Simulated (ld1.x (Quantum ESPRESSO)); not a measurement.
**u(r) = r·R(r): atom against pseudo-atom (Tm)**

Columns: radius, all-electron u(r) and pseudo u(r) of the 5p shell (level -26.94 eV) of thulium in the configuration [Kr] 4d10 4f13 5s2 5p6 5d0 6s2 6p0; PBEsol, scalar-relativistic, TM semilocal scheme, ld1.x (Quantum ESPRESSO) 7.5.

| r (bohr) | all-electron | pseudo |
| --- | --- | --- |
| 0.182 | -0.2900 | -0.0302 |
| 0.365 | 0.4271 | -0.1234 |
| 0.548 | 0.2599 | -0.2825 |
| 0.730 | -0.2860 | -0.4980 |
| 0.912 | -0.6983 | -0.7276 |
| 1.095 | -0.9007 | -0.8943 |
| 1.277 | -0.9445 | -0.9431 |
| 1.460 | -0.8954 | -0.8954 |
| 1.642 | -0.8010 | -0.8010 |
| 1.825 | -0.6901 | -0.6901 |
| 2.007 | -0.5805 | -0.5805 |
| 2.190 | -0.4794 | -0.4794 |
| 2.372 | -0.3916 | -0.3916 |
| 2.555 | -0.3167 | -0.3167 |
| 2.738 | -0.2545 | -0.2545 |
| 2.920 | -0.2038 | -0.2038 |
| 3.102 | -0.1626 | -0.1626 |
| 3.285 | -0.1292 | -0.1292 |
| 3.468 | -0.1025 | -0.1025 |
| 3.650 | -0.0812 | -0.0812 |
| 3.832 | -0.0642 | -0.0642 |
| 4.015 | -0.0506 | -0.0506 |
| 4.198 | -0.0398 | -0.0398 |
| 4.380 | -0.0313 | -0.0313 |
| 4.562 | -0.0246 | -0.0246 |
| 4.745 | -0.0193 | -0.0193 |

Question: How many radial nodes do the two functions have?

Answer: The all-electron 5p function has n − l − 1 = 3 (the table is too coarse to show those close to the nucleus); the pseudo-wave has 0, since the states of the same l below it are removed with the core.

Question: At about which radius was the pseudo-wave matched?

Answer: 1.50 bohr, where the columns begin to agree (steps of 0.18 bohr).

Question: Where does each function peak?

Answer: Outermost all-electron maximum near 1.28 bohr, pseudo maximum near 1.28 bohr (to the table’s step).

Question: Is the pseudo-wave norm-conserving?

Answer: Yes: the TM semilocal scheme keeps the norm inside the radius equal to the all-electron one, which fixes the energy derivative of the logarithmic derivative at the level.
